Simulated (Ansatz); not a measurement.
Geometry optimisation, Ansatz 0.2.0, RKS PBE/def2-SVP.

input.yaml

```yaml
crystal:
  periodic: [false, false, false]
  atoms:
    - { symbol: Ta, position_ang: [0.0, 0.0, 0.0] }
    - { symbol: O, position_ang: [2.37, 0.0, 0.0] }
    - { symbol: H, position_ang: [2.7071, -0.5308, 0.7903] }
    - { symbol: Cl, position_ang: [0.0, 0.0, 2.47] }
    - { symbol: F, position_ang: [0.0, 0.0, -1.93] }
    - { symbol: Cl, position_ang: [-1.235, 2.139, 0.0] }
    - { symbol: Cl, position_ang: [-1.235, -2.139, 0.0] }
    - { symbol: P, position_ang: [0.8892, 2.2041, 1.5178] }
    - { symbol: H, position_ang: [1.296, 1.7607, 2.804] }
    - { symbol: H, position_ang: [1.9873, 2.8198, 0.861] }
    - { symbol: H, position_ang: [2.1346, 1.1145, 0.7675] }
basis:
  gaussian: { orbitals: def2-SVP }
hamiltonian:
  xc: pbe
relax:
  f_tol: 0.15
  max_steps: 25
  restrain:
    - { distance: [0, 7], at: 3.72, k: 30.0 }
    - { distance: [10, 1], at: 2.21, k: 30.0 }
    - { distance: [0, 1], at: 2.02, k: 30.0 }
    - { distance: [10, 7], at: 1.42, k: 30.0 }
```

Run as:

```bash
$ ansatz run input.yaml --threads 4 --pin off --max-ram 5120MiB --backend cpu --events-out ev --progress --plain --runs-dir out
```

Task: Where does it end, and by what steps?

Result: It converged. The restraints hold the end off the free minimum. After 17 steps the energy has fallen by 4.574 eV (the restraints' own energy left out); H9 moved furthest, 1.29 Å. Joined: P8–H11 (1.82 → 1.43 Å).

| step | energy less start (eV) | largest force component (eV/Å) | accepted |
| --- | --- | --- | --- |
| 0 | 0.0000 | 2.733 | yes |
| 1 | -0.0739 | 3.191 | yes |
| 2 | -0.5484 | 3.467 | yes |
| 3 | -1.9669 | 3.428 | yes |
| 4 | -3.2685 | 1.738 | yes |
| 5 | -3.9473 | 1.548 | yes |
| 6 | -4.3196 | 1.386 | yes |
| 7 | -4.4441 | 1.371 | yes |
| 8 | -4.4800 | 1.326 | yes |
| 9 | -4.5126 | 1.250 | yes |
| 10 | -4.5158 | 1.200 | yes |
| 11 | -4.5375 | 1.199 | yes |
| 12 | -4.5583 | 1.262 | yes |
| 13 | -4.5516 | 1.190 | yes |
| 14 | -4.5589 | 1.203 | yes |
| 15 | -4.5626 | 1.305 | yes |
| 16 | -4.5710 | 1.286 | yes |
| 17 | -4.5743 | 1.223 | yes |

```xyz
11
Properties=species:S:1:pos:R:3
Ta -0.248 -0.323 0.000
O 1.696 -0.484 0.351
H 1.958 -0.829 1.226
Cl -0.503 -0.921 2.269
F 0.307 0.602 -1.550
Cl -2.027 1.155 0.217
Cl -1.004 -2.248 -0.971
P 1.623 2.593 1.350
H 2.205 2.660 2.660
H 2.449 3.640 0.821
H 2.458 1.523 0.909
```

Run time: 2.4 min on 4 threads of AMD EPYC 7571, on a shared host, peak memory 0.29 GiB.
